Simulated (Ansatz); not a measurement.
`NB(N)Br` and `NB(N)F` differ in one element.

Ansatz, PBE0-D4/def2-TZVP geometries, multiplicity 1. Each molecule was computed in one conformer, which needn't be the lowest.

Scalar relativity is left out up to krypton.

```tsv
property	`NB(N)Br`
LUMO energy (B3LYP/def2-TZVPP) / eV	0.31
size of the dipole moment (ωB97M-V/def2-TZVPP) / D	3.08
size of the dipole moment (PBE/def2-TZVPP) / D	3.03
HOMO energy (ωB97M-V/def2-TZVPP) / eV	-9.80
LUMO energy (ωB97M-V/def2-TZVPP) / eV	1.95
HOMO energy (B3LYP/def2-TZVPP) / eV	-7.18
```

Question: What does the change do to each property? (Estimate.)

Answer: Computed: 
```
                                          property  `NB(N)F`  shift
               LUMO energy (B3LYP/def2-TZVPP) / eV      0.41   0.10
size of the dipole moment (ωB97M-V/def2-TZVPP) / D      2.30  -0.78
    size of the dipole moment (PBE/def2-TZVPP) / D      2.28  -0.75
             HOMO energy (ωB97M-V/def2-TZVPP) / eV     -9.53   0.27
             LUMO energy (ωB97M-V/def2-TZVPP) / eV      2.06   0.11
               HOMO energy (B3LYP/def2-TZVPP) / eV     -6.91   0.27
```

With PBE0 the HOMO rises by 0.28 eV and the LUMO rises by 0.11 eV, so the gap narrows by about 0.17 eV. PBE moves the HOMO by 0.31 eV and ωB97M-V by 0.27 eV. Dipoles are sizes alone; their direction can turn.

B3LYP here is the variant with VWN-RPA as its local correlation; programs differ in this.

Spin–orbit coupling is left out; it splits and shifts lone-pair levels of the heavy atoms by tenths of an eV.
